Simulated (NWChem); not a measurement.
BeHSI; SMILES [I][Be][SH]

```xyz
4

Be     0.0218     1.1162     0.0000
I      0.0082    -1.0550     0.0000
S      0.0490     3.0218     0.0000
H     -1.3030     3.0992     0.0000
```
Atoms are numbered in this order, from 1.

Program: NWChem. Medium grid unless said otherwise, to which SCAN and Minnesota functionals are sensitive. The geometry was optimised at PBE0/def2-SVP. def2 effective core potentials on I; no spin-orbit coupling. Total energies of different functionals are on different scales.

```tsv
level	energy (Ha)	highest occupied level (eV)	orbital gap (eV)	dipole (D)
B3LYP/def2-SVP	-711.3153	-7.34	6.19	0.90
PBE/def2-SVP	-710.9760	-6.48	4.66	0.92
PW6B95/def2-SVP	-711.7358	-7.67	6.65	0.91
LC-wPBE (HJS exchange hole, range parameter 0.4 per bohr)/def2-SVP	-711.0805	-10.33	11.30	1.03
RPBE/def2-SVP	-711.2216	-6.44	4.70	0.90
LDA (Slater exchange, PW92)/def2-SVP	-709.1869	-6.58	4.59	0.99
Hartree-Fock/def2-SVP	-709.3693	-10.23	12.14	0.99
TPSS/def2-SVP	-711.1159	-6.61	[?]	0.92
MN15/def2-SVP	-710.3251	-8.18	7.66	0.95
```

Problem. Complete the blanks.

Solution. 
- TPSS/def2-SVP, orbital gap (eV): 4.92
